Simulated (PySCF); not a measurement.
Do core-level shifts follow atomic charges?

Species: C8H8O.
Atom-mapped SMILES: `[CH:1]#[C:2][C:3]#[C:4][C@H:5]([CH3:6])[C:7]([CH3:8])=[O:9]`

Binding energies: delta-SCF UKS SCAN, pcX-2 on the ionised atom, pcseg-1 elsewhere, spin-free X2C in PySCF. Charges: PBE0/pcSseg-1 ground-state density, for the ionised atom.

| atom | environment | C 1s (eV) | Mulliken (e) | IAO (e) | Hirshfeld (e) | ESP (e) |
| --- | --- | --- | --- | --- | --- | --- |
| C1 | terminal alkyne carbon | 290.22 | -0.416 | -0.199 | -0.082 | -0.419 |
| C4 | alkyne carbon | 290.54 | +0.011 | -0.017 | -0.009 | -0.216 |
| C6 | methyl carbon | 290.76 | -0.189 | -0.402 | -0.113 | -0.482 |
| C3 | alkyne carbon | 290.86 | +0.066 | -0.069 | -0.050 | -0.065 |
| C8 | methyl carbon next to a carbonyl | 291.12 | -0.254 | -0.471 | -0.121 | -0.578 |
| C2 | alkyne carbon | 291.23 | +0.198 | -0.029 | -0.042 | +0.112 |
| C5 | sp3 carbon next to a carbonyl | 291.77 | -0.399 | -0.169 | -0.016 | +0.304 |
| C7 | ketone carbonyl carbon | 293.37 | +0.214 | +0.401 | +0.182 | +0.563 |

Give the correlation coefficient and slope of binding energy on charge for each scheme.

Hirshfeld: r = 0.84, slope 8.6 eV per e; ESP: r = 0.81, slope 2.0 eV per e; IAO: r = 0.68, slope 2.5 eV per e; Mulliken: r = 0.43, slope 1.7 eV per e. On 8 points no scheme stands out.

The point-charge model writes a binding energy as kq + V + constant, with V the potential of the other atoms' charges at the site. What does it give with the IAO charges?

V = Σ 14.40 eV Å × q/r over all other atoms: +2.35 eV at C1, -0.96 eV at C4, +5.23 eV at C6, -0.37 eV at C3, +7.53 eV at C8, -1.46 eV at C2, +1.97 eV at C5, -6.80 eV at C7. Fitting binding energy − V to q gives k = 18.7 eV per e and leaves an rms residual of 0.54 eV, against 0.68 eV for the fit on q alone. The model has no term for differences in relaxation between sites.

The unrestricted hole states depart most from a pure doublet (⟨S²⟩ = 0.75; over 0.85 named) for C 1s of C1 (0.88), C 1s of C4 (0.96), C 1s of C3 (0.91), C 1s of C2 (0.97) and C 1s of C7 (0.98), which makes these values less certain. The structure is a single PBE0-D3(BJ)/def2-SVP conformer in the gas phase; no vibrational or solvent corrections.

Shape of the structure used: `[CH:1]#[C:2][C:3]#[C:4][C@H:5]([CH3:6])[C:7]([CH3:8])=[O:9]`: C4–C5–C7–C8 -40°.
